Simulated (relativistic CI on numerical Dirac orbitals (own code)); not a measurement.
## Ir⁵⁺: L2,3 absorption edge

Computed with this model: Dirac-Coulomb-Breit CI, KLI orbitals optimised for each configuration, model QED (radiative potential, 1s self-energy scaled to tabulated hydrogen-like ionisation energies), valence Slater integrals scaled by 0.9, multiplet model of core-to-valence dipole absorption; configurations [Xe] 4f14 5d4 → [He] 2s2 2p5 3s2 3p6 3d10 4s2 4p6 4d10 4f14 5s2 5p6 5d5; 300 K; Lorentzian 7.5 eV and Gaussian 1 eV FWHM. Energies are those of the free ion, without screening or charge transfer. The branching ratio is the share of the lower-energy edge in the whole absorption, uncertain by about 0.02 where the edges overlap. S is read from ⟨S²⟩ = S(S + 1).

free ion: ground-state S = 1.70, centroid 11313.84 eV, branching ratio 0.941. Peaks (eV, height): 11219.0 (100), 12831.0 (6).

The statistical ratio of this edge is 2/3 = 0.667. Values above it arise where the holes sit mainly in the j = l + 1/2 valence subshell or the ground state has high spin; values below it where core-valence Coulomb terms move weight to the upper edge, as in nearly empty shells. At deep edges of heavy elements the radial integrals of the two core levels differ, which raises the baseline.

Strongest unbroadened transitions for free ion:

```tsv
Energy (eV)	Relative strength
11217.57	47.7
11219.63	100.0
11220.41	0.5
11220.60	1.8
11220.96	0.1
11221.81	2.9
11221.99	0.3
11222.46	1.4
11222.53	0.3
11222.92	0.4
11223.56	1.2
11223.96	0.1
12830.83	6.8
12831.39	0.9
12832.68	0.1
12833.01	1.3
12834.49	0.6
12838.27	0.1
```
